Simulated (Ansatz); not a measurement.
Ansatz (an electronic-structure program) input (MP2/def2-TZVP):

Ansatz 0.2 input:
```yaml
crystal:
  periodic: [false, false, false]
  atoms:
    - {symbol: Y, position_ang: [0.43469289, 0.00667839, 0.43586214]}
    - {symbol: Cl, position_ang: [0.85967350, 0.32179349, -1.85965554]}
    - {symbol: Cl, position_ang: [-1.85691013, -0.33711451, 0.85973652]}
basis:
  gaussian:
    orbitals: def2-TZVP
total_charge: 1
magnetization: {spin_polarized: false}
correlation: {method: mp2, electrons: outside_noble_gas}
relax: {f_tol: 0.003, max_steps: 100}
```

End of the output:

```
relax step   4: F+E_penalty+E_count = -26048.44184560 eV  Δ(F+E_penalty+E_count) = -1.081e-3 eV  max|allowed force component| = 5.687e-3 eV/Å  Δτ_max = 0.0224 Å  (57 SCF iters, accepted)
these checks for a lower state are left out or cut short: starts, cluster_reference, orbital_swaps, neighbouring_geometries, increment
integrals: 0.07 GiB planned
857 factors; integrals over basis functions are off by at most 3.0e-4 eV
mean field: 0.28 GiB planned
mean field evaluation 64: about -26037.2618 eV, gradient 3.0e-2 eV
mean field -26037.26178510 eV, -956.8517219124 hartree, gradient 8.0e-7 eV, S^2 0.000000; 0 other end points of the search recorded, 0 dependent functions left out
14 core orbitals not correlated
reference -26037.26178510 eV, -956.8517219124 hartree; 8, 8 occupied and 92, 92 virtual orbitals, 857 factors
densities: 0.23 GiB planned
second order -11.18009051 eV of doubles, -0.00000000 eV of singles
the calculation of the forces begins
relax step   5: F+E_penalty+E_count = -26048.44187560 eV  Δ(F+E_penalty+E_count) = -3.001e-5 eV  max|allowed force component| = 6.647e-4 eV/Å  Δτ_max = 0.0049 Å  (58 SCF iters, accepted)
these checks for a lower state are left out or cut short: cluster_reference
integrals: 0.07 GiB planned
857 factors; integrals over basis functions are off by at most 3.0e-4 eV
mean field: 0.28 GiB planned
mean field evaluation 96: about -26037.2618 eV, gradient 5.8e-5 eV
mean field -26037.26178510 eV, -956.8517219124 hartree, gradient 8.0e-7 eV, S^2 0.000000; 1 other end points of the search recorded, 0 dependent functions left out
14 core orbitals not correlated
reference -26037.26178510 eV, -956.8517219124 hartree; 8, 8 occupied and 92, 92 virtual orbitals, 857 factors
densities: 0.23 GiB planned
second order -11.18009051 eV of doubles, -0.00000000 eV of singles
the calculation of the forces begins
Total energy: -26048.44187560 eV, -957.2625826604 hartree
Atom 0 at     0.398340     0.006120     0.399412 Å, force    -0.000663    -0.000010    -0.000665 eV/Å
Atom 1 at     0.933226     0.335504    -1.896864 Å, force     0.000195    -0.000028     0.000469 eV/Å
Atom 2 at    -1.894110    -0.350267     0.933395 Å, force     0.000468     0.000038     0.000196 eV/Å
Dipole moment:     1.098991     0.016884     1.101947 e Å
Checks for a lower state left out: cluster_reference
```
